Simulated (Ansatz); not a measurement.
System (SMILES): [B]=O (B-O), doublet.
Atoms: B1, O2. Bonds: B1-O2.

Basis-set convergence of the optimised B1-O2 bond length at PBE0 with Ansatz (an electronic-structure program). Cartesian d functions, on some or all atoms, in 6-31+G*; all else is spherical. The program fits the integrals of some runs and decomposes those of others, by size. Open shells are unrestricted. No added dispersion term, no relativity. Reference: the value in pcseg-4, 1.1983 Å, itself unsure by roughly 0.0002 Å (its mean distance from aug-pcseg-3, aug-cc-pVQZ, cc-pV5Z). Deviations are taken from unrounded values.

```csv
basis,functions,optimised B1-O2 bond length (Å),minus reference (Å)
3-21G,18,1.2356,0.0373
6-31G,18,1.2248,0.0265
def2-SVP,28,1.2018,0.0035
6-31+G*,38,1.2073,0.0090
def2-SVPD,43,1.2029,0.0046
6-311+G**,44,1.2015,0.0032
"6-311++G(2d,2p)",54,1.2003,0.0020
cc-pVTZ,60,1.2015,0.0032
"6-311++G(3df,3pd)",78,1.1988,0.0004
jun-cc-pV(T+d)Z,78,1.2018,0.0035
cc-pCVTZ,86,1.2007,0.0024
aug-cc-pVQZ,160,1.1988,0.0005
cc-pV5Z,182,1.1984,0.0000
```
